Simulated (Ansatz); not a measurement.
CH7NSi2, SMILES C1N[SiH2][SiH2]1.

Geometry: B3LYP-D3(BJ)/def2-SVP. The structure was generated by enumeration, and PubChem lists no compound with its InChIKey, so it may never have been made.

Two levels are set side by side: PBE/def2-SVPD (Ansatz, a quantum-chemistry and plane-wave program) and CAM-B3LYP/def2-SVPD (Ansatz). Energy differences of separate SCF runs at the same geometry; the states with an electron removed or added have multiplicity 2 and 2. Differences are taken from unrounded values.

```
quantity                           CAM-B3LYP   PBE  PBE minus CAM-B3LYP
---------------------------------  ---------  ----  -------------------
vertical ionisation energy (eV)         8.79  8.56                -0.23
vertical singlet–triplet gap (eV)       5.14  4.60                -0.54
```
